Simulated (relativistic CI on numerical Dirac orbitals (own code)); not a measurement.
# Energy levels of Rb XXVI

These numbers are calculated, not measured: Dirac-Coulomb-Breit CI, orbitals from a KLI potential per configuration, model QED, unscaled Slater integrals (own radial code, finite nucleus).

Configuration list (outside the closed core [Ne]): 3s2, 3s 3p, 3p2, 3s 3d, 3d2, 3p 3d, 3p 4s, 3d 4s, 3s 4s, 3s 4p, 3s 4d, 3s 4f, 3s 5s, 3s 5p, 3s 5d, 4s2. Levels of other configurations are missing.

```
No.  Configuration  Term  J  E (10³ cm⁻¹)    %  Landé g  jj configuration (%)
  1            3s2    1S  0           0.0   98                    closed (98)
  2          3s 3p   3P°  0         404.3  100                 3s 3p1/2 (100)
  3          3s 3p   3P°  1         429.7   94    1.471         3s 3p1/2 (86)
  4          3s 3p   3P°  2         519.5  100    1.498        3s 3p3/2 (100)
  5          3s 3p   1P°  1         671.6   93    1.024         3s 3p3/2 (85)
  6            3p2    3P  0         972.9   86                   3p1/2^2 (94)
  7            3p2    1D  2        1048.2   60    1.127      3p1/2 3p3/2 (85)
  8            3p2    3P  1        1054.8  100    1.499     3p1/2 3p3/2 (100)
  9            3p2    3P  2        1157.5   73    1.364          3p3/2^2 (86)
 10          3s 3d    3D  1        1237.8  100    0.497        3s 3d3/2 (100)
 11          3s 3d    3D  2        1246.0   99    1.164         3s 3d3/2 (63)
 12          3s 3d    3D  3        1259.4  100    1.331        3s 3d5/2 (100)
 13            3p2    1S  0        1280.8   83                   3p3/2^2 (92)
 14          3s 3d    1D  2        1396.5   75    1.003         3s 3d5/2 (50)
 15          3p 3d   3F°  2        1672.4   80    0.737      3p1/2 3d3/2 (99)
 16          3p 3d   3F°  3        1727.6   89    1.098      3p1/2 3d5/2 (75)
 17          3p 3d   1D°  2        1747.9   43    1.144      3p1/2 3d5/2 (85)
 18          3p 3d   3D°  1        1775.4   71    0.742      3p1/2 3d3/2 (89)
 19          3p 3d   3F°  4        1807.3  100    1.248     3p3/2 3d5/2 (100)
 20          3p 3d   3D°  2        1824.4   41    1.106      3p3/2 3d3/2 (57)
 21          3p 3d   3D°  3        1861.3   86    1.292      3p3/2 3d5/2 (52)
 22          3p 3d   3P°  0        1866.2  100              3p3/2 3d3/2 (100)
 23          3p 3d   3P°  1        1867.1   76    1.260      3p3/2 3d3/2 (92)
 24          3p 3d   3P°  2        1873.7   55    1.338      3p3/2 3d5/2 (64)
 25          3p 3d   1F°  3        1975.5   92    1.020      3p3/2 3d5/2 (48)
 26          3p 3d   1P°  1        2002.3   90    0.990      3p3/2 3d5/2 (82)
 27            3d2    3F  2        2502.5   97    0.675          3d3/2^2 (82)
 28            3d2    3F  3        2517.8  100    1.081     3d3/2 3d5/2 (100)
 29            3d2    3F  4        2533.6   98    1.243          3d5/2^2 (67)
 30            3d2    3P  0        2569.5   98                   3d3/2^2 (72)
 31            3d2    1D  2        2570.2   55    1.200      3d3/2 3d5/2 (81)
 32            3d2    3P  1        2576.9  100    1.499     3d3/2 3d5/2 (100)
 33            3d2    1G  4        2594.3   98    1.003      3d3/2 3d5/2 (67)
 34            3d2    3P  2        2595.6   58    1.284          3d5/2^2 (95)
 35            3d2    1S  0        2731.2   96                   3d5/2^2 (71)
 36          3s 4s    3S  1        4659.7  100    2.000           3s 4s (100)
 37          3s 4s    1S  0        4709.1  100                    3s 4s (100)
 38          3s 4p   3P°  0        4869.3   99                  3s 4p1/2 (99)
 39          3s 4p   3P°  1        4871.5   70    1.352         3s 4p1/2 (98)
 40          3s 4p   3P°  2        4914.9   99    1.499         3s 4p3/2 (99)
 41          3s 4p   1P°  1        4914.9   66    1.147         3s 4p3/2 (95)
 42          3p 4s   3P°  0        5152.2   99                  3p1/2 4s (99)
 43          3p 4s   3P°  1        5164.1   78    1.391         3p1/2 4s (95)
 44          3s 4d    3D  1        5167.8  100    0.498        3s 4d3/2 (100)
 45          3s 4d    3D  2        5169.9   89    1.146         3s 4d3/2 (89)
 46          3s 4d    3D  3        5177.2  100    1.332        3s 4d5/2 (100)
 47          3s 4d    1D  2        5184.6   88    1.018         3s 4d5/2 (89)
 48          3p 4s   3P°  2        5269.5   99    1.499         3p3/2 4s (99)
 49          3p 4s   1P°  1        5294.9   75    1.104         3p3/2 4s (95)
 50          3s 4f   3F°  2        5316.9  100    0.665        3s 4f5/2 (100)
 51          3s 4f   3F°  3        5318.3  100    1.082         3s 4f5/2 (62)
 52          3s 4f   3F°  4        5320.4  100    1.249        3s 4f7/2 (100)
 53          3s 4f   1F°  3        5352.8  100    0.999         3s 4f7/2 (62)
 54          3d 4s    3D  1        5908.5  100    0.496        3d3/2 4s (100)
 55          3d 4s    3D  2        5912.2   82    1.135         3d3/2 4s (94)
 56          3d 4s    3D  3        5930.8  100    1.332        3d5/2 4s (100)
 57          3d 4s    1D  2        5941.0   82    1.027         3d5/2 4s (94)
 58          3s 5s    3S  1        6689.1  100    2.000           3s 5s (100)
 59          3s 5s    1S  0        6706.4  100                    3s 5s (100)
 60          3s 5p   3P°  0        6792.2  100                 3s 5p1/2 (100)
 61          3s 5p   3P°  1        6794.1   79    1.392         3s 5p1/2 (98)
 62          3s 5p   3P°  2        6814.6  100    1.500        3s 5p3/2 (100)
 63          3s 5p   1P°  1        6820.0   79    1.106         3s 5p3/2 (98)
 64          3s 5d    3D  1        6935.9  100    0.499        3s 5d3/2 (100)
 65          3s 5d    3D  2        6937.0   91    1.150         3s 5d3/2 (87)
 66          3s 5d    3D  3        6940.7  100    1.333        3s 5d5/2 (100)
 67          3s 5d    1D  2        6945.3   91    1.015         3s 5d5/2 (87)
 68            4s2    1S  0        9449.1  100                   closed (100)
```

Energies count from the lowest computed level; ° marks odd parity. Filled j subshells are mostly left out of the jj labels.

The mean weight of the leading LS term, summed over parents, in these 68 levels is 89 %, and that of the leading jj configuration (from the same eigenvectors) 89 %.

At this charge energies of transitions that change n are usually good to better than 1 %, and those within a shell (Δn = 0) to a few per cent.

LS names give the leading component of a level, which can be under half, so a name can repeat, a term be missing and a line seem to break the LS rules.
